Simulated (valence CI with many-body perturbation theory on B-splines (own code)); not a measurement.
Energy levels of Ce⁴⁵⁺

Calculated by configuration interaction combined with many-body perturbation theory (CI+MBPT): three valence electrons over a frozen Dirac-Fock core [Ne], a basis of 11 s, 11 p, 9 d, 7 f, 5 g, 2 h, 1 i functions for each j, with the one-electron correlation potential Σ1 (screened to all orders), the two-electron term Σ2, the three-electron term Σ3, Breit, model QED; selected single and double excitations, second order for the rest (own B-spline code, finite nucleus).

The last digits are not significant, and no measured levels were compared; by estimate large intervals hold to a few tenths of a per cent, small ones and those within an open d or f shell to about a per cent.

Levels 1 to 45 of 68, with energies above the lowest level, (3s^2 3p1/2) J=1/2. "Leading %" is the weight of the configuration and term that name the level; weights of strongly mixed levels are sums over their largest components and can fall short. In the jj column 3d3/2^4 stands for four electrons in 3d with j = 3/2. Lifetimes count E1, E2, E3, M1 and M2 decay at the calculated energies, and are blank where another channel may lead or the interval is too uncertain; long ones can be off by a factor of two.

```tsv
No.	Configuration	Term	J	E (× 10³ cm⁻¹)	Leading %	g	Second component	Lifetime	Leading jj
1	3s²3p	²P°	1/2	0.00	99	0.655			3s^2 3p1/2 (99 %)
2	3s3p²	⁴P	1/2	916.00	62	2.248	26 % 3s3p² ²S	63.0 ps	3s 3p1/2^2 (96 %)
3	3s²3p	²P°	3/2	930.27	98	1.326		138 ns	3s^2 3p3/2 (98 %)
4	3s3p²	⁴P	3/2	1684.5	92	1.660	6 % 3s3p² ²D	490 ps	3s 3p1/2 3p3/2 (99 %)
5	3s3p²	²D	5/2	1785.6	54	1.365	43 % 3s3p² ⁴P	156 ps	3s 3p1/2 3p3/2 (96 %)
6	3s3p²	²D	3/2	1920.5	59	0.942	24 % 3s3p² ²P	6.72 ps	3s 3p1/2 3p3/2 (83 %)
7	3s3p²	²P	1/2	1985.9	71	1.203	24 % 3s3p² ⁴P	2.00 ps	3s 3p1/2 3p3/2 (95 %)
8	3s²3d	²D	3/2	2303.7	83	0.837	8 % 3s3p² ²P	1.55 ps	3s^2 3d3/2 (83 %)
9	3s²3d	²D	5/2	2442.5	82	1.252	15 % 3s3p² ⁴P	17.2 ps	3s^2 3d5/2 (82 %)
10	3s3p²	²D	5/2	2732.3	44	1.361	42 % 3s3p² ⁴P	4.80 ps	3s 3p3/2^2 (83 %)
11	3p³	²P°	3/2	2844.0	35	1.227	24 % 3p³ ²D°	7.13 ps	3p1/2^2 3p3/2 (77 %)
12	3s3p²	²S	1/2	2920.2	69	1.861	16 % 3s3p² ²P	2.86 ps	3s 3p3/2^2 (97 %)
13	3s3p3d	⁴F°	3/2	2957.1	76	0.550	12 % 3s3p3d ²D°	21.0 ps	3s 3p1/2 3d3/2 (89 %)
14	3s3p²	²P	3/2	2961.9	65	1.198	27 % 3s3p² ²D	1.43 ps	3s 3p3/2^2 (96 %)
15	3s3p3d	⁴F°	5/2	3029.2	52	1.044	21 % 3s3p3d ²F°	80.8 ps	3s 3p1/2 3d3/2 (93 %)
16	3s3p3d	⁴D°	1/2	3183.0	66	0.361	27 % 3s3p3d ²P°	2.08 ps	3s 3p1/2 3d3/2 (96 %)
17	3s3p3d	⁴D°	3/2	3199.2	44	1.320	24 % 3s3p3d ⁴P°	1.95 ps	3s 3p1/2 3d3/2 (80 %)
18	3s3p3d	⁴P°	5/2	3250.4	37	1.345	28 % 3s3p3d ⁴D°	9.26 ps	3s 3p1/2 3d5/2 (97 %)
19	3s3p3d	⁴F°	7/2	3312.6	54	1.252	23 % 3s3p3d ²F°	14.9 ps	3s 3p1/2 3d5/2 (94 %)
20	3s3p3d	²F°	5/2	3379.5	44	1.074	17 % 3s3p3d ²D°	10.2 ps	3s 3p1/2 3d5/2 (91 %)
21	3s3p3d	²D°	3/2	3404.2	40	1.172	26 % 3s3p3d ²P°	3.79 ps	3s 3p1/2 3d5/2 (68 %)
22	3p³	²D°	5/2	3753.8	69	1.130	19 % 3s3p3d ²F°	3.61 ps	3p1/2 3p3/2^2 (69 %)
23	3p³	²D°	3/2	3791.5	45	1.328	38 % 3p³ ⁴S°	1.63 ps	3p1/2 3p3/2^2 (82 %)
24	3p³	²P°	1/2	3857.6	84	0.668	15 % 3s3p3d ²P°	2.48 ps	3p1/2 3p3/2^2 (84 %)
25	3s3p3d	⁴D°	3/2	3977.1	42	1.339	40 % 3s3p3d ⁴P°	2.52 ps	3s 3p3/2 3d3/2 (98 %)
26	3s3p3d	⁴D°	5/2	3983.4	51	1.269	18 % 3s3p3d ⁴F°	2.01 ps	3s 3p3/2 3d3/2 (83 %)
27	3s3p3d	⁴P°	1/2	3984.9	86	2.306	12 % 3s3p3d ⁴D°	2.93 ps	3s 3p3/2 3d3/2 (97 %)
28	3s3p3d	⁴D°	7/2	4004.9	42	1.290	37 % 3s3p3d ⁴F°	3.13 ps	3s 3p3/2 3d3/2 (77 %)
29	3s3p3d	⁴F°	9/2	4064.7	100	1.326		162 ns	3s 3p3/2 3d5/2 (100 %)
30	3p²3d	⁴F	3/2	4092.4	39	0.761	27 % 3p²3d ²D	10.5 ps	3p1/2^2 3d3/2 (98 %)
31	3s3p3d	²D°	3/2	4143.9	62	1.019	26 % 3s3p3d ⁴P°	1.90 ps	3s 3p3/2 3d3/2 (56 %)
32	3s3p3d	²D°	5/2	4206.0	46	1.337	38 % 3s3p3d ⁴P°	4.66 ps	3s 3p3/2 3d5/2 (94 %)
33	3s3p3d	²F°	5/2	4270.9	72	0.937	11 % 3s3p3d ²D°	1.18 ps	3s 3p3/2 3d3/2 (89 %)
34	3s3p3d	²D°	3/2	4279.0	41	1.164	40 % 3s3p3d ²P°	2.33 ps	3s 3p3/2 3d5/2 (50 %)
35	3s3p3d	²F°	7/2	4281.3	80	1.186	17 % 3s3p3d ⁴D°	4.58 ps	3s 3p3/2 3d5/2 (82 %)
36	3s3p3d	²P°	1/2	4289.7	72	0.610	19 % 3s3p3d ⁴D°	1.13 ps	3s 3p3/2 3d3/2 (81 %)
37	3p²3d	²D	5/2	4371.8	27	1.194	23 % 3p²3d ⁴D	7.16 ps	3p1/2^2 3d5/2 (95 %)
38	3s3p3d	²F°	7/2	4382.4	75	1.194	18 % 3s3p3d ⁴D°	2.39 ps	3s 3p3/2 3d5/2 (95 %)
39	3s3p3d	²P°	1/2	4449.7	84	0.681	10 % 3p³ ²P°	2.81 ps	3s 3p3/2 3d5/2 (81 %)
40	3s3p3d	²P°	3/2	4503.2	81	1.303	6 % 3s3p3d ²D°	1.69 ps	3s 3p3/2 3d5/2 (96 %)
41	3s3p3d	²D°	5/2	4519.4	64	1.118	20 % 3s3p3d ²F°	1.54 ps	3s 3p3/2 3d5/2 (89 %)
42	3p²3d	²F	5/2	4872.7	54	0.930	34 % 3p²3d ⁴F	5.41 ps	3p1/2 3p3/2 3d3/2 (90 %)
43	3p³	²P°	3/2	4873.0	47	1.239	27 % 3p³ ²D°	1.01 ps	3p3/2^3 (87 %)
44	3p²3d	⁴F	3/2	4919.9	39	0.932	29 % 3p²3d ²P	2.92 ps	3p1/2 3p3/2 3d3/2 (97 %)
45	3p²3d	⁴D	1/2	4936.7	81	0.160	16 % 3p²3d ²P	2.75 ps	3p1/2 3p3/2 3d3/2 (99 %)
```

The ionisation energy to 3s² ¹S0 of the next ion comes out as 3673.7 eV (NIST: 3672 ± 4 eV (theoretical)). All 68 levels together are meant to be complete up to 5725.4 × 10³ cm⁻¹.
